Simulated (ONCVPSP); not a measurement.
## Transferability test, ONCV potential for argon (Ar)

| Property | Result |
| --- | --- |
| Element | argon (Ar) |
| Generator | ONCVPSP 4.0.1 |
| Type | optimised norm-conserving Vanderbilt (ONCV) |
| Functional | PBE |
| Relativity | scalar-relativistic |
| Frozen core | [Ne] |
| Valence charge | 8 |
| Reference configuration | 3s2 3p6 |
| Partial waves | 3s: rc 1.25 bohr, ncon 4, nbas 8, qcut 5 1/bohr, 2 projectors, debl 1.8 Ha; 3p: rc 1.45 bohr, ncon 4, nbas 9, qcut 4.7 1/bohr, 2 projectors, debl 1.2 Ha |
| Local potential | polynomial inside 0.95 bohr (lpopt 5, dvloc0 1 Ha) |
| Core correction | Teter function, fcfact 3.5, rcfact 1.5 |

Energies are relative to the spin-unpolarised reference configuration 3s2 3p6; without spin polarisation the order of configurations can differ from experiment.

```tsv
valence configuration	charge	ΔE all-electron (eV)	error AE − PS (meV)
3s2 3p5	+1	16.057	-0.2
3s2 3p4	+2	44.717	+6.3
3s2 3p3	+3	87.301	+29
```

(1) What are ΔE and the potential's error for 3s1 3p6?

Levels in the configuration 3s1 3p6:

```
level  all-electron (eV)  pseudo (eV)
   3s            -37.321      -37.322
   3p            -22.668      -22.666
```

## Answers

(1) ΔE = 30.673 eV all-electron; the error (AE − PS) is -2.6 meV.
